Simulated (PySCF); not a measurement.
Work out the structure from these simulated measurements.

Formula: C5H4F4N2.

| Quantity | Value |
| --- | --- |
| 13C NMR | chemical shifts (computed TMS as zero) by class: 168.4 (1 C), 135.0 (1 C), 130.9 (1 C), 106.3 (1 C), 40.4 (1 C) ppm [GIAO PBE0/pcSseg-1] |
| Dipole | 5.12 D [PBE0/pcSseg-1] |
| 1H NMR | chemical shifts (computed TMS as zero) by class: 7.38 (1 H), 3.89 (3 H) ppm [GIAO PBE0/pcSseg-1] |
| Rotational structure | rotational constants A, B, C: 1.909, 0.806, 0.631 GHz [GFN2-xTB] |
| NMR, other nuclei | isotropic shieldings of nuclei other than C and H, by class: -48 (1 N), 63 (1 N), 244 (3 F), 306 (1 F) ppm [GIAO PBE0/pcSseg-1] |

The electronic properties come from PySCF, for the isolated species, density fitting. Levels stand in brackets. Geometry: GFN2-xTB; no solvent, vibrations or thermal averaging. GFN2-xTB frequencies show an imaginary mode (33i cm⁻¹), so this geometry is no minimum at that level. NMR classes are plain means over equivalent atoms (diastereotopic ones count apart unless rotation or inversion swaps them), as if these changed places fast.

Problem. What is the compound? Reason from the data.

Solution. Numbering: `[CH3:1][n:2]1[cH:3][c:4]([C:5]([F:6])([F:7])[F:8])[c:9]([F:10])[n:11]1`. Its formula, C5H4F4N2, gives 3 degrees of unsaturation: 1 ring and 2 π bonds in the structure found (Kekulé form). 5 carbons fall into 5 classes; from least to most shielded: aromatic C–F carbon [C9] (168.4 ppm), aromatic CH next to a ring nitrogen [C3] (135.0 ppm), CF3 carbon [C5] (130.9 ppm), substituted aromatic carbon [C4] (106.3 ppm), N-methyl carbon [C1] (40.4 ppm). Hydrogen classes from least to most shielded: 1 H on an aromatic CH next to a ring nitrogen, C3 (7.38 ppm), 3 H on an N-methyl carbon, C1 (3.89 ppm, a mean of values up to 0.6 ppm apart in this geometry). The other shieldings belong to: -48 ppm, pyridine-type nitrogen [N11]; 63 ppm, pyrrole-type nitrogen [N2]; 244 ppm, fluorine of a CF3 group [F6/F7/F8]; 306 ppm, aryl fluorine [F10]. By its constants the optimised geometry is an asymmetric top. Structure: `Cn1cc(C(F)(F)F)c(F)n1`. The assignments are read from this structure; whether some other isomer fits the data as well wasn't checked.

Shape of the structure used: `[CH3:1][n:2]1[cH:3][c:4]([C:5]([F:6])([F:7])[F:8])[c:9]([F:10])[n:11]1`: C3–C4–C5–F6 -121°.
